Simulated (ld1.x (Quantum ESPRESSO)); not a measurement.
**What one change does to a pseudopotential (Bi, TM)**

- Element: bismuth (Bi)
- Generator: ld1.x (Quantum ESPRESSO) 7.5
- Type: norm-conserving Troullier–Martins (Kleinman–Bylander form)
- Functional: PBE
- Relativity: scalar-relativistic
- Frozen core: [Xe] 4f14
- Valence charge: 15
- Reference configuration: 5d10 6s2 6p3
- Partial waves: 6s (bound): rc 1.90 bohr; 6p (bound): rc 2.15 bohr; 5d (bound): rc 1.65 bohr; 5f channel at 0.05 Ry: rc 1.80 bohr
- Local potential: the f channel
- Core correction: a·sin(br)/r model core inside 1.05 bohr

All-electron outer shells of the reference configuration (PBE, scalar-relativistic, ld1.x):

| shell | level (eV) | outermost node (bohr) | outermost maximum (bohr) |
| --- | --- | --- | --- |
| 4f | -152.59 | – | 0.34 |
| 5p | -95.86 | 0.48 | 0.86 |
| 5d | -27.08 | 0.51 | 1.03 |
| 6s | -14.48 | 0.98 | 1.88 |
| 6p | -4.57 | 1.14 | 2.44 |

Change: wave 6p (bound): rc 2.15 bohr becomes 6p (bound): rc 1.92 bohr.

Cutoffs: the cutoffs (Ry, on a coarse ladder) from which the occupation-weighted sum of valence levels, in a spherical-Bessel basis at the reference potential, stays within 10 and 1 mRy of its value at 400 Ry; they do not see the model core or the augmentation charge, which bear on the density cutoff. Errors are all-electron minus pseudo energies relative to the spin-unpolarised reference configuration.

Q: Predict the effect on cutoff, ghosts and configuration errors.

A: The potential gets neither clearly harder nor softer (60 Ry and 90 Ry → 60 Ry and 90 Ry); both files keep a bound ghost (p, s); the number of tests that count goes from 6 to 7; of the 6 tests that both files solve, the error grows in 2 and shrinks in 0 by more than 15 % and 0.3 meV (median size 16.6 → 19.7 meV).

| quantity | base | changed |
| --- | --- | --- |
| cutoff, loose | 60 Ry | 60 Ry |
| cutoff, tight | 90 Ry | 90 Ry |
| loose cutoff by channel (10 mRy a level) | s 18 Ry, p 6 Ry, d 50 Ry | s 18 Ry, p 25 Ry, d 50 Ry |
| bound ghosts | s, p | s, p |
| tests counted (converged, no solver errors) | 6 of 7 | 7 of 7 |
| error for 5d10 6s2 6p2, meV [ΔE 7.91 eV] | -5.3 | -6.1 |
| error for 5d10 6s2 6p1, meV [ΔE 23.16 eV] | -18 | -19 |
| error for 5d10 6s2 6p0, meV [ΔE 46.50 eV] | -36 | -31 |
| error for 5d10 6s2 6p2.5, meV [ΔE 3.10 eV] | -1.9 | -2.1 |
| error for 5d10 6s1 6p3, meV [ΔE 18.73 eV] | -15 | -20 |
| error for 5d10 6s1 6p0, meV [ΔE 91.91 eV] | -66 | -65 |

Base: Tests not counted: 5d9 6s2 6p4 (solver errors, printed error -1918 eV). A true bound ghost makes a file unfit for plane-wave use even where its test errors are small: the radial tests pick states by their node count and pass the ghost by. Where a test does run into it, the solver fails or the error is huge.
